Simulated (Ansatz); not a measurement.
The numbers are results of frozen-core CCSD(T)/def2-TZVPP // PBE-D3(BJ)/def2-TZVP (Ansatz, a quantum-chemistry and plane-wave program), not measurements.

Ansatz 0.2 input:
```yaml
crystal:
  periodic: [false, false, false]
  atoms:
    - { symbol: F, position_ang: [-0.651839, -0.62935, 1.465564] }
    - { symbol: Si, position_ang: [-0.470039, 0.048769, 0.035405] }
    - { symbol: F, position_ang: [-0.884508, -1.057114, -1.033937] }
    - { symbol: F, position_ang: [-1.483686, 1.269294, -0.079121] }
    - { symbol: S, position_ang: [1.471177, 0.799545, -0.273777] }
    - { symbol: H, position_ang: [2.018896, -0.431144, -0.114133] }
basis:
  gaussian: { orbitals: def2-TZVPP }
correlation:
  method: ccsd_t
```

Output:

```
Functional definition: HF
1185 factors; integrals over basis functions are off by at most 9.2e-4 eV
mean field evaluation 1: about -26820.9147 eV, gradient 4.3e1 eV
mean field evaluation 2: about -26821.1302 eV, gradient 4.4e1 eV
mean field evaluation 4: about -26824.2606 eV, gradient 2.5e0 eV
mean field evaluation 8: about -26824.3139 eV, gradient 2.2e-1 eV
mean field evaluation 16: about -26824.3142 eV, gradient 1.7e-6 eV
mean field -26824.31423542 eV, -985.7753659785 hartree, gradient 1.7e-6 eV, S^2 0.000000; 0 other end points of the search recorded, 0 dependent functions left out
13 core orbitals not correlated
reference -26824.31423542 eV, -985.7753659785 hartree; 16, 16 occupied and 162, 162 virtual orbitals, 1185 factors
second order -28.15473392 eV of doubles, -0.00000000 eV of singles
cycle   1  -28.00926301 eV  change    1.5e-1 eV  update   1.1e-1
cycle   2  -28.55988977 eV  change   -5.5e-1 eV  update   3.0e-2
cycle   3  -28.68766751 eV  change   -1.3e-1 eV  update   1.5e-2
cycle   4  -28.67013065 eV  change    1.8e-2 eV  update   2.9e-3
cycle   5  -28.66780629 eV  change    2.3e-3 eV  update   1.1e-3
cycle   6  -28.66845993 eV  change   -6.5e-4 eV  update   3.1e-4
cycle   7  -28.66824021 eV  change    2.2e-4 eV  update   1.0e-4
cycle   8  -28.66816190 eV  change    7.8e-5 eV  update   2.9e-5
cycle   9  -28.66816667 eV  change   -4.8e-6 eV  update   1.1e-5
perturbative correction -0.92750739 eV, -0.0340852680 hartree
Total energy: -26853.90990948 eV, -986.8629869397 hartree
```

Cost: around 4 core-minutes (rough).
